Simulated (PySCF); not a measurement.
Magnetisability: SMILES C(/C=N/NC)(C)C, C5H12N2

Geometry:
```
atom   x (Å)   y (Å)   z (Å)
  C1   3.418  -0.037  -0.414
  N2   2.250  -0.510   0.285
  N3   1.069  -0.116  -0.207
  C4   0.027  -0.111   0.509
  C5  -1.308   0.194  -0.092
  C6  -2.012   1.298   0.698
  C7  -2.162  -1.077  -0.114
  H8   4.251  -0.708  -0.208
  H9   3.193  -0.056  -1.478
 H10   3.703   0.984  -0.133
 H11   2.337  -0.564   1.303
 H12   0.046  -0.363   1.578
 H13  -1.141   0.530  -1.119
 H14  -2.974   1.531   0.246
 H15  -1.409   2.203   0.711
 H16  -2.183   0.981   1.725
 H17  -1.668  -1.852  -0.696
 H18  -3.134  -0.872  -0.557
 H19  -2.313  -1.449   0.898
```

Computed, not measured: GIAO PBE/pcSseg-1 magnetisability, rotational g tensor and spin-rotation constants, non-relativistic, gas phase in PySCF. Geometry: GFN2-xTB.

Question: What are the magnetisability and the molar susceptibility?

Answer: Isotropic -1172 × 10⁻³⁰ J/T², or -70.6 × 10⁻⁶ cm³/mol; principal values -1283, -1180, -1054 × 10⁻³⁰ J/T², anisotropy 199 × 10⁻³⁰ J/T² (root of half the summed squared differences of the principal values). The susceptibility is in cgs units.

Question: Split it along the inertial axes a, b, c into diamagnetic and paramagnetic parts about the centre of mass, with the quadrupole moment.

Answer: 
| axis | χ (10⁻⁶ cm³/mol) | diamagnetic (10⁻⁶ cm³/mol) | paramagnetic (10⁻⁶ cm³/mol) | summed x² of all electrons (Å²) | quadrupole Θ (D Å) |
| --- | --- | --- | --- | --- | --- |
| a | -71.4 | -301.3 | 229.9 | 267.7 | +5.67 |
| b | -76.7 | -1238.8 | 1162.1 | 46.8 | -5.37 |
| c | -63.7 | -1334.3 | 1270.6 | 24.3 | -0.31 |

Anisotropies 2χaa − χbb − χcc = -2.4 and 2χbb − χaa − χcc = -18.2 × 10⁻⁶ cm³/mol. Θ is traceless in Buckingham's convention.

Question: And the rotational g tensor?

Answer: 
| axis | rotational constant (GHz) | g | nuclear part | electronic part |
| --- | --- | --- | --- | --- |
| a | 6.7018 | -0.0307 | 0.6933 | -0.7239 |
| b | 1.1120 | +0.0011 | 0.6082 | -0.6071 |
| c | 1.0275 | -0.0067 | 0.6066 | -0.6133 |

Asymmetric top; isotopes 12C, 1H, 14N; no vibrational averaging.
